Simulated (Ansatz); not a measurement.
Job for Ansatz (a quantum-chemistry and plane-wave program): U-CCSD(T)/aug-cc-pVTZ on CH2N (SMILES C=[N]), 2S+1 = 2, atoms moved off the minimum.

Ansatz 0.2 input:
```yaml
crystal:
  periodic: [false, false, false]
  atoms:
    - {symbol: C, position_ang: [-0.49093583, 0.11532501, -0.00321164]}
    - {symbol: N, position_ang: [0.69747980, -0.20767921, -0.01915773]}
    - {symbol: H, position_ang: [-1.16424940, -0.69207793, -0.13293268]}
    - {symbol: H, position_ang: [-0.81873569, 1.22153979, 0.10402145]}
basis:
  gaussian:
    orbitals: aug-cc-pVTZ
magnetization: {spin_polarized: true, initial_magnetization: 1}
correlation: {method: ccsd_t, electrons: outside_noble_gas}
scf: {omitted_lower_state_checks: [cluster_reference]}
output: {forces: true}
```

Output:

```
WARN ansatz: RAYON_NUM_THREADS=1 ignored (pool sized by the plan → 1); use --threads N
Functional definition: HF
these checks for a lower state are left out or cut short: cluster_reference
integrals: 0.45 GiB planned
794 factors; integrals over basis functions are off by at most 1.0e-3 eV
mean field: 0.32 GiB planned
mean field evaluation 1: about -2541.0196 eV, gradient 1.7e1 eV
mean field evaluation 2: about -2541.0228 eV, gradient 1.7e1 eV
mean field evaluation 4: about -2543.0278 eV, gradient 3.1e0 eV
mean field evaluation 8: about -2543.1866 eV, gradient 5.1e-1 eV
mean field evaluation 16: about -2543.2289 eV, gradient 2.9e-6 eV
mean field -2543.22892849 eV, -93.4619392595 hartree, gradient 2.9e-6 eV, S^2 0.915385; 0 other end points of the search recorded, 0 dependent functions left out
2 core orbitals not correlated
reference -2543.22892849 eV, -93.4619392595 hartree; 6, 5 occupied and 130, 131 virtual orbitals, 794 factors
densities: 1.46 GiB planned
second order -8.60131849 eV of doubles, -0.00000000 eV of singles
coupled cluster: 1.71 GiB planned
cycle   1  -8.94778158 eV  change   -3.5e-1 eV  update   8.3e-2
cycle   2  -9.28609371 eV  change   -3.4e-1 eV  update   3.8e-2
cycle   3  -9.42458523 eV  change   -1.4e-1 eV  update   2.8e-2
cycle   4  -9.44074197 eV  change   -1.6e-2 eV  update   1.3e-2
cycle   5  -9.44591924 eV  change   -5.2e-3 eV  update   3.9e-3
cycle   6  -9.44728346 eV  change   -1.4e-3 eV  update   1.6e-3
cycle   7  -9.44739031 eV  change   -1.1e-4 eV  update   6.0e-4
cycle   8  -9.44750081 eV  change   -1.1e-4 eV  update   3.0e-4
cycle   9  -9.44758337 eV  change   -8.3e-5 eV  update   1.4e-4
cycle  10  -9.44761122 eV  change   -2.8e-5 eV  update   5.0e-5
cycle  11  -9.44763724 eV  change   -2.6e-5 eV  update   1.9e-5
cycle  12  -9.44763795 eV  change   -7.0e-7 eV  update   7.8e-6
cycle  13  -9.44764263 eV  change   -4.7e-6 eV  update   3.2e-6
cycle  14  -9.44764275 eV  change   -1.2e-7 eV  update   1.5e-6
cycle  15  -9.44764153 eV  change    1.2e-6 eV  update   6.1e-7
coupled cluster: 1.71 GiB planned
perturbative correction -0.41693833 eV, -0.0153222009 hartree
the calculation of the forces begins
Total energy: -2553.09350835 eV, -93.8244558828 hartree
Atom 0 at    -0.490936     0.115325    -0.003212 Å, force    -0.537311     2.334201     0.126296 eV/Å
Atom 1 at     0.697480    -0.207679    -0.019158 Å, force     1.679165    -0.046816     0.077683 eV/Å
Atom 2 at    -1.164249    -0.692078    -0.132933 Å, force    -1.410985    -0.580011    -0.075060 eV/Å
Atom 3 at    -0.818736     1.221540     0.104021 Å, force     0.269130    -1.707374    -0.128918 eV/Å
Dipole moment:    -0.484795     0.132830     0.000453 e Å
Checks for a lower state left out: cluster_reference
```

Self-consistency was reached. Its determinant has ⟨S²⟩ = 0.92, a mixture of spin states.

Cost: very roughly 6 core-minutes.
